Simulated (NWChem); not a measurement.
System: GeH2OF2; SMILES [OH][GeH]([F])[F]

Here is an NWChem input.

```
start job
memory heap 200 mb stack 900 mb global 1100 mb
geometry units angstroms noautoz
  Ge    -0.265122     0.011715     0.000000
  O      0.391565     1.625823     0.000000
  F      0.356735    -0.857902     1.353819
  F      0.356735    -0.857902    -1.353819
  H     -1.781124     0.039578     0.000000
  H      1.355615     1.659747     0.000000
end
basis spherical
  * library def2-tzvp
end
dft
  xc becke97-d
  disp vdw 2
  iterations 150
  mulliken
end
task dft energy
```

Output (shortened):

```
             Northwest Computational Chemistry Package (NWChem) 7.3.0
             --------------------------------------------------------

 CS  symmetry detected

                             Geometry "geometry" -> ""
                             -------------------------

 Output coordinates in angstroms (scale by  1.889725989 to convert to a.u.)

  No.       Tag          Charge          X              Y              Z
 ---- ---------------- ---------- -------------- -------------- --------------
    1 Ge                  32.0000    -0.27601381    -0.01517614     0.00000000
    2 O                    8.0000     0.36565292    -1.63531386     0.00000000
    3 F                    9.0000     0.35389342     0.84862750     1.35381900
    4 F                    9.0000     0.35389342     0.84862750    -1.35381900
    5 H                    1.0000    -1.79220921    -0.02895721     0.00000000
    6 H                    1.0000     1.32934625    -1.67819056     0.00000000

 Effective nuclear repulsion energy (a.u.)     328.5021766108

      Symmetry information
      --------------------

 Group name             Cs
 Group number              2
 Group order               2
 No. of unique centers     5

                                 NWChem DFT Module
                                 -----------------

 Summary of "ao basis" -> "ao basis" (spherical)
 ------------------------------------------------------------------------------
       Tag                 Description            Shells   Functions and Types
 ---------------- ------------------------------  ------  ---------------------
 Ge                        def2-tzvp                16       48   6s5p4d1f
 O                         def2-tzvp                11       31   5s3p2d1f
 F                         def2-tzvp                11       31   5s3p2d1f
 H                         def2-tzvp                 4        6   3s1p

      Symmetry analysis of basis
      --------------------------

        a'         94
        a"         59

            General Information
            -------------------
          SCF calculation type: DFT
          Wavefunction type:  closed shell.
          No. of atoms     :     6
          No. of electrons :    60
           Alpha electrons :    30
            Beta electrons :    30
          Charge           :     0
          Spin multiplicity:     1
          Use of symmetry is: on ; symmetry adaption is: on
          Maximum number of iterations: 150
          AO basis - number of functions:   153
                     number of shells:    57
          Convergence on energy requested:  1.00D-06
          Convergence on density requested:  1.00D-05
          Convergence on gradient requested:  5.00D-04

              XC Information
              --------------
                   Becke 97-D Method XC Functional
                  Becke 1997-D Exchange Functional  1.000
                Becke 1997-D Correlation Potential  1.000

             Grid Information
             ----------------
          Grid used for XC integration:  medium
          Radial quadrature: Mura-Knowles
          Angular quadrature: Lebedev.
          Tag              B.-S. Rad. Rad. Pts. Rad. Cut. Ang. Pts.
          ---              ---------- --------- --------- ---------
          Ge                  1.25      112           8.0       590
          O                   0.60       49           9.0       434
          F                   0.50       49           9.0       434
          H                   0.35       45          10.0       434
          Grid pruning is: on
          Number of quadrature shells:   300
          Spatial weights used:  Erf1

      Superposition of Atomic Density Guess
      -------------------------------------

 Sum of atomic energies:       -2349.92614473

      Non-variational initial energy
      ------------------------------

 Total energy =   -2350.488716
 1-e energy   =   -3932.776011
 2-e energy   =    1253.785118
 HOMO         =      -0.478267
 LUMO         =       0.013126

      Symmetry analysis of molecular orbitals - initial
      -------------------------------------------------

  Numbering of irreducible representations:

     1 a'          2 a"

  Orbital symmetries:

     1 a'          2 a'          3 a'          4 a'          5 a"
     6 a'          7 a"          8 a'          9 a'         10 a'
    11 a'         12 a"         13 a'         14 a"         15 a'
    16 a'         17 a"         18 a'         19 a"         20 a'
    21 a'         22 a'         23 a"         24 a'         25 a'
    26 a"         27 a"         28 a'         29 a"         30 a'
    31 a'         32 a'         33 a"         34 a'         35 a'
    36 a'         37 a"         38 a'         39 a'         40 a'

     ---------------------------------------------
      Total Density - Mulliken Population Analysis
     ---------------------------------------------

    Atom       Charge   Shell Charges
 -----------   ------   -------------------------------------------------------
    1 Ge  32    30.46   2.00  2.00  1.16  0.80  0.68  0.43  5.98  4.41  1.59  0.79  0.30  8.92  1.10  0.12  0.10  0.09
    2 O    8     8.86   0.79  1.18  0.59  0.95  0.25  2.00  2.18  0.90  0.00  0.01  0.00
    3 F    9     9.59   0.77  1.20  0.61  1.02  0.32  2.37  2.35  0.93  0.00  0.00  0.00
    4 F    9     9.59   0.77  1.20  0.61  1.02  0.32  2.37  2.35  0.93  0.00  0.00  0.00
    5 H    1     0.95   0.20  0.50  0.24  0.01
    6 H    1     0.55   0.20  0.26  0.06  0.04

   convergence    iter        energy       DeltaE   RMS-Dens  Diis-err
 ---------------- ----- ----------------- --------- --------- ---------
 d= 0,ls=0.0,diis     1  -2354.1011446970 -2.68D+03  1.01D-02  1.84D+00
 d= 0,ls=0.0,diis     2  -2353.8072315203  2.94D-01  6.35D-03  5.35D+00
 d= 0,ls=0.0,diis     3  -2354.2381099520 -4.31D-01  8.25D-04  1.23D-01
 d= 0,ls=0.0,diis     4  -2354.2444218553 -6.31D-03  5.14D-04  1.72D-02
 d= 0,ls=0.0,diis     5  -2354.2453102911 -8.88D-04  2.17D-04  7.63D-03
  Resetting Diis
 d= 0,ls=0.0,diis     6  -2354.2459819234 -6.72D-04  3.19D-05  3.79D-05
 d= 0,ls=0.0,diis     7  -2354.2459850478 -3.12D-06  2.28D-05  1.15D-05
 d= 0,ls=0.0,diis     8  -2354.2459841326  9.15D-07  1.28D-05  2.59D-05
 d= 0,ls=0.0,diis     9  -2354.2459858005 -1.67D-06  2.04D-06  7.51D-07
 d= 0,ls=0.0,diis    10  -2354.2459858509 -5.04D-08  4.45D-07  1.09D-08

         Total DFT energy =    -2354.245985850858
      One electron energy =    -3934.939352226090
           Coulomb energy =     1362.658615842586
    Exchange-Corr. energy =     -110.463784330088
 Nuclear repulsion energy =      328.502176610809

    Dispersion correction =       -0.003641748074

 Numeric. integr. density =       59.999992251502

                  Occupations of the irreducible representations
                  ----------------------------------------------

                     irrep           alpha         beta
                     --------     --------     --------
                     a'               20.0         20.0
                     a"               10.0         10.0

                       DFT Final Molecular Orbital Analysis
                       ------------------------------------

 Vector   28  Occ=2.000000D+00  E=-3.473295D-01  Symmetry=a'
              MO Center= -1.5D-01,  2.1D-01,  2.5D-14, r^2= 3.2D+00
   Bfn.  Coefficient  Atom+Function         Bfn.  Coefficient  Atom+Function
  ----- ------------  ---------------      ----- ------------  ---------------
    85      0.239758  3 F  px               116      0.239758  4 F  px
    88      0.193663  3 F  px               119      0.193663  4 F  px
   143      0.185199  5 H  s                 86      0.136900  3 F  py
   117      0.136900  4 F  py               144      0.130088  5 H  s
     5      0.126509  1 Ge s                 91      0.124733  3 F  px

 Vector   29  Occ=2.000000D+00  E=-3.294299D-01  Symmetry=a'
              MO Center=  1.9D-01, -6.9D-01,  5.5D-14, r^2= 3.0D+00
   Bfn.  Coefficient  Atom+Function         Bfn.  Coefficient  Atom+Function
  ----- ------------  ---------------      ----- ------------  ---------------
    55      0.340141  2 O  py                58      0.273736  2 O  py
    61      0.194893  2 O  py                85     -0.153624  3 F  px
   116     -0.153624  4 F  px                86      0.150609  3 F  py
   117      0.150609  4 F  py                88     -0.123467  3 F  px
   119     -0.123467  4 F  px                89      0.121215  3 F  py

 Vector   30  Occ=2.000000D+00  E=-3.028499D-01  Symmetry=a"
              MO Center=  3.6D-01, -1.4D+00,  1.2D-14, r^2= 1.3D+00
   Bfn.  Coefficient  Atom+Function         Bfn.  Coefficient  Atom+Function
  ----- ------------  ---------------      ----- ------------  ---------------
    56      0.447907  2 O  pz                59      0.376036  2 O  pz
    62      0.277579  2 O  pz                86      0.115495  3 F  py
   117     -0.115495  4 F  py                89      0.092096  3 F  py
   120     -0.092096  4 F  py                92      0.068134  3 F  py
   123     -0.068134  4 F  py                21      0.063811  1 Ge pz

 Vector   31  Occ=0.000000D+00  E=-4.289059D-02  Symmetry=a'
              MO Center= -1.2D-01, -3.1D-01,  6.9D-15, r^2= 4.1D+00
   Bfn.  Coefficient  Atom+Function         Bfn.  Coefficient  Atom+Function
  ----- ------------  ---------------      ----- ------------  ---------------
     6      1.196248  1 Ge s                144     -0.708857  5 H  s
   150      0.516909  6 H  s                  5      0.498292  1 Ge s
    53     -0.468080  2 O  s                 84     -0.243313  3 F  s
   115     -0.243313  4 F  s                  4     -0.231545  1 Ge s
   143     -0.216442  5 H  s                  3     -0.182519  1 Ge s

[...]
```

Level: B97-D/def2-TZVP. Structure relaxed at the PBE0/def2-SVP level.
